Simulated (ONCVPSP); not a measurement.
## arsenic (As), ONCV: configuration errors across variants

```json
{
 "Element": "arsenic",
 "Generator": "ONCVPSP 4.0.1",
 "Type": "optimised norm-conserving Vanderbilt (ONCV)",
 "Functional": "PBE",
 "Relativity": "scalar-relativistic",
 "Frozen core": "[Ar] 3d10",
 "Valence charge": "5",
 "Reference configuration": "4s2 4p2 (charge +1)",
 "Partial waves": "4s: rc 1.30 bohr, ncon 3, nbas 6, qcut 4.5 1/bohr, 2 projectors, debl 1.3 Ha; 4p: rc 1.85 bohr, ncon 3, nbas 8, qcut 3.6 1/bohr, 3 projectors, debl 3.1 Ha",
 "Local potential": "polynomial inside 0.90 bohr (lpopt 5, dvloc0 0 Ha)",
 "Core correction": "none"
}
```

All-electron excitation energies from the reference (eV): (1) 4s2 4p3 -9.149; (2) 4s2 4p1 17.918; (3) 4s2 4p0 45.622; (4) 4s2 4p2.5 -5.594.

2 further variants failed, have other tests or too few solved ones, and are left out.

A true bound ghost makes a file unfit for plane-wave use even where its test errors are small: the radial tests pick states by their node count and pass the ghost by.

Errors AE − PS in meV (a dash: test not solved or not reliable):

```tsv
change	(1)	(2)	(3)	(4)	bound ghosts	GHOST(+) flags above zero
base	-3.8	-9.0	-27	-1.3	s	s, p
p: ncon 5, nbas 10	-1.9	-9.4	-22	-0.3	s	s, p
p: rc 2.02	-4.1	-11	-41	-1.3	s	s, p
p: qcut 2.9	-4.1	-8.9	-28	-1.4	s	s, p
s: qcut 2.8; p: qcut 2.2	–	–	–	–	s	s, p
local potential polynomial inside 0.90 bohr (lpopt 5, dvloc0 1 Ha)	-3.8	-9.0	-27	-1.3	s	s, p
s: nproj 1	-3.5	-8.2	-23	-1.2	s	p
s: nproj 0; local potential the s channel	-3.5	-7.9	-20	-1.1	none	none
```

**Question.** Give the same row for: s: debl 2.05.

**Answer.** -4.2, -11, -29, -1.4; bound ghosts: s; GHOST(+) flags above zero: p.
